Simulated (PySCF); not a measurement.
This PySCF input asks for the NMR shieldings of SMILES [C@@H]1(Cl)[C@]2(BC)C[C@@H]21, C5H8BCl; the geometry comes from GFN2-xTB.

```python
import basis_set_exchange as bse
import numpy as np
from pyscf import gto, dft
from pyscf.prop import nmr

atoms = """
C     2.278880   -0.163790   -0.293516
B     1.067739    0.760030    0.100943
C    -0.336619    0.193814    0.209418
C    -1.645267    0.808052    0.685187
C    -1.611823    0.107156   -0.616532
C    -0.947087   -1.129779   -0.164074
Cl   -1.706418   -2.164669    1.065291
H     2.756162   -0.517103    0.621366
H     1.996920   -1.050138   -0.856926
H     3.050108    0.364083   -0.849628
H     1.244387    1.885676    0.378380
H    -2.154507    0.334907    1.513899
H    -1.721451    1.887483    0.677649
H    -1.831360    0.452194   -1.606409
H    -0.444079   -1.759925   -0.886961
"""
names = dict.fromkeys(["C", "B", "Cl", "H"], "pcSseg-1")
basis = {el: gto.basis.parse(bse.get_basis(n, elements=[el], fmt="nwchem")) for el, n in names.items()}
mol = gto.M(atom=atoms, basis=basis, charge=0, verbose=0)
mf = dft.RKS(mol, xc="PBE0")
mf.grids.level = 2
mf.grids.alignment = dft.numint.BLKSIZE   # the property module wants whole blocks of grid points
mf.conv_tol = 1e-9
mf.kernel()

calc = nmr.RKS(mf)   # GIAO
C = mf.mo_coeff
Co = C[:, mf.mo_occ > 0]
resp = mf.gen_response(singlet=True, hermi=2)
def vind(x):   # induced exchange potential for any number of trial vectors
    d = np.einsum("pi,xij,qj->xpq", C, 2 * x.reshape(-1, C.shape[1], Co.shape[1]), Co, optimize=True)
    return np.einsum("xpq,pi,qj->xij", resp(d - d.transpose(0, 2, 1)), C, Co, optimize=True).ravel()
mo1, _ = nmr.rhf.solve_mo1(calc, with_cphf=vind)
sigma = calc.kernel(mo1)
for i, s in enumerate(sigma):   # ppm
    print("%2d %-2s %9.2f" % (i, mol.atom_pure_symbol(i), np.trace(s) / 3))
```

Q: Give the expected output.

A: 
```
 0 C     172.75
 1 B      18.36
 2 C     160.42
 3 C     149.47
 4 C     149.88
 5 C     118.50
 6 Cl    869.02
 7 H      30.92
 8 H      30.70
 9 H      30.38
10 H      24.14
11 H      29.29
12 H      29.88
13 H      28.66
14 H      27.20
```

These numbers come from an equivalent density-fitted implementation of the same equations, which agrees with the script to about 0.01 ppm for H and up to a few tenths of a ppm for heavy atoms, so last digits may differ.

Size and cost of the density-fitted run: 166 basis functions, 40 s wall time on 1 thread of an Arm Neoverse N1, shared host; peak memory 0.69 GiB.
